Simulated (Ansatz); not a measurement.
Geometry optimisation, Ansatz, RKS B3LYP-D4/def2-SVP.

Input:

```yaml
crystal:
  periodic: [false, false, false]
  atoms:
    - { symbol: B, position_ang: [-2.219, -0.157, 0.7354] }
    - { symbol: B, position_ang: [-1.779, -0.3555, -0.8404] }
    - { symbol: Al, position_ang: [-0.0016, 0.4134, -1.4953] }
    - { symbol: Se, position_ang: [1.4794, 1.6684, 0.0481] }
    - { symbol: C, position_ang: [2.2118, 0.0292, 0.7492] }
    - { symbol: H, position_ang: [-3.298, -0.5407, 1.0903] }
    - { symbol: H, position_ang: [-1.5609, 0.4994, 1.4774] }
    - { symbol: H, position_ang: [-2.4124, -0.9561, -1.5898] }
    - { symbol: H, position_ang: [0.5434, 0.1474, -2.9265] }
    - { symbol: H, position_ang: [2.9433, 0.3117, 1.5781] }
    - { symbol: H, position_ang: [2.726, -0.5129, -0.0198] }
    - { symbol: H, position_ang: [1.4439, -0.6025, 1.2274] }
basis:
  gaussian: { orbitals: def2-SVP }
hamiltonian:
  xc: b3lyp
  dispersion: d4
relax:
  f_tol: 0.02
  max_steps: 50
```

Run as:

```bash
$ ansatz run input.yaml --threads 2 --pin off --max-ram 3072MiB --backend cpu --events-out ev --progress --plain --runs-dir out
```

Task: Where does it end, and by what steps?

Result: The forces met the threshold. After 28 steps the energy has fallen by 1.912 eV; H9 moved furthest, 1.71 Å.

```csv
step,energy less start (eV),largest force component (eV/Å),accepted
0,0.0000,2.048,yes
1,-0.3441,0.958,yes
2,-0.4775,0.345,yes
3,-0.5243,0.170,yes
4,-0.6289,0.523,yes
5,-0.7786,0.781,yes
6,-0.9914,0.913,yes
7,-1.3101,0.628,yes
8,-1.5727,0.316,yes
9,-1.7080,0.303,yes
10,-1.7970,0.321,yes
11,-1.8590,0.216,yes
12,-1.8781,0.202,yes
13,-1.8869,0.162,yes
14,-1.8936,0.087,yes
15,-1.8986,0.038,yes
16,-1.8905,0.528,no
17,-1.9032,0.115,yes
18,-1.9063,0.125,yes
19,-1.9062,0.155,no
20,-1.9085,0.072,yes
21,-1.9098,0.054,yes
22,-1.9105,0.068,yes
23,-1.9108,0.053,yes
24,-1.9114,0.039,yes
25,-1.9115,0.026,yes
26,-1.9117,0.031,yes
27,-1.9118,0.025,yes
28,-1.9118,0.019,yes
```

```xyz
12
Properties=species:S:1:pos:R:3
B -2.087 -0.163 0.576
B -1.293 -0.842 -0.638
Al -0.114 0.669 -1.601
Se 1.966 1.177 -0.710
C 1.999 -0.039 0.859
H -3.158 0.381 0.413
H -1.572 -0.013 1.663
H -1.205 -1.959 -1.085
H -0.527 1.484 -2.896
H 2.830 0.292 1.494
H 2.176 -1.071 0.534
H 1.062 0.028 1.425
```

Time of the run: 2.3 min on 2 threads of Arm Neoverse V1 (shared host), peak memory 0.33 GiB.
